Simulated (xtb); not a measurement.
Input file for xtb: GFN2-xTB on BFH2O (SMILES OBF), a point of a bond scan (R = 1.991 Å).

```
$ xtb mol.xyz --gfn 2 --sp --chrg 0 --uhf 0
5

B     -0.35597186    -0.16970641    -0.21957831
H     -1.28437305    -0.66736312    -0.78003284
F     -0.03548440     1.78477892    -0.42189918
O      0.50508287    -0.86058104     0.55608247
H      0.30439133    -1.79901087     0.61939460
```

What total energy does the run end on?

-11.0490 hartree.
